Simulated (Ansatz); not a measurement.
H7Si3 (SMILES [SiH3][SiH][SiH3]) moved off its minimum; all values from Ansatz (an electronic-structure program), cores frozen in correlated methods. Open shells are unrestricted.
(charge 0, multiplicity 2)
```xyz
10

Si     1.9130     0.1667     0.4168
Si     0.0379     0.0209    -0.7934
Si    -1.9090    -0.0356     0.4095
H      2.4002    -1.1862     1.2875
H      1.8922     1.0567     1.4877
H      3.0902     0.4270    -0.5529
H      0.0826    -0.9487    -2.0219
H     -2.1368    -1.3683     1.0078
H     -3.1496     0.1416    -0.5529
H     -1.8428     1.0376     1.3884
```

Forces at wB97M-V/def2-TZVPP (eV/Å):

| atom | Fx | Fy | Fz |
|---|---|---|---|
| Si1 | 2.713 | -3.053 | -0.213 |
| Si2 | -0.597 | -0.765 | -1.436 |
| Si3 | -1.508 | -0.358 | -1.364 |
| H4 | -0.810 | 1.526 | -1.379 |
| H5 | -0.239 | 1.569 | 1.105 |
| H6 | -0.798 | -0.027 | 0.731 |
| H7 | 0.048 | 0.783 | 1.057 |
| H8 | 0.097 | 0.065 | 0.236 |
| H9 | 1.178 | 0.034 | 0.899 |
| H10 | -0.084 | 0.226 | 0.364 |

### Question
Give the forces (eV/Å), the total energy and the dipole at CCSD(T)/cc-pV(T+d)Z.

### Answer

```
atom      Fx      Fy      Fz
----  ------  ------  ------
Si1    2.850  -3.054  -0.147
Si2   -0.627  -0.725  -1.592
Si3   -1.618  -0.366  -1.323
H4    -0.788   1.451  -1.337
H5    -0.239   1.643   1.177
H6    -0.722  -0.005   0.681
H7     0.050   0.725   0.975
H8     0.083  -0.008   0.282
H9     1.099   0.048   0.851
H10   -0.089   0.290   0.434
```
Energy -871.2945 hartree, dipole 0.65 D.
